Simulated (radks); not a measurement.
Values are calculated unless marked as measured or tabulated.
Q: The mean radii <r> (bohr) of the occupied orbitals of an atom or ion are listed with their occupations. Code: a radial shooting solver on a logarithmic mesh with Libxc functionals. Model: non-relativistic Kohn-Sham, r2SCAN, spin-polarised, spherical densities, point nucleus; meta-GGA in the generalised Kohn-Sham scheme.

orbital  occ.      <r>
1s up       1  0.02105
1s down     1  0.02105
2s up       1  0.08902
2s down     1  0.08902
2p up       3  0.07536
2p down     3  0.07536
3s up       1   0.2265
3s down     1   0.2265
3p up       3   0.2166
3p down     3   0.2166
3d up       5   0.1905
3d down     5   0.1905
4s up       1   0.5075
4s down     1   0.5075
4p up       3   0.5164
4p down     3   0.5163
4d up       5   0.5380
4d down     5   0.5375
5s up       1    1.234
5s down     1    1.226
5p up       3    1.367
5p down     2    1.356
4f up       7   0.6498
4f down     7   0.6418
5d up       2    1.916
6s up       1    3.055

Name the element and its charge. Open shells, if any, are filled with parallel spins first.

A: Z = 72, hafnium, charge +2: Hf2+ in [Kr] 4d10 4f14 5s2 5p5 5d2 6s1. The 1s radius gives Z: for a bare nucleus <r> = 1.5/Z, 0.02083 bohr for Z = 72, and screening makes it slightly larger (0.02105 here). The occupations add up to 70, and the charge is Z minus that.
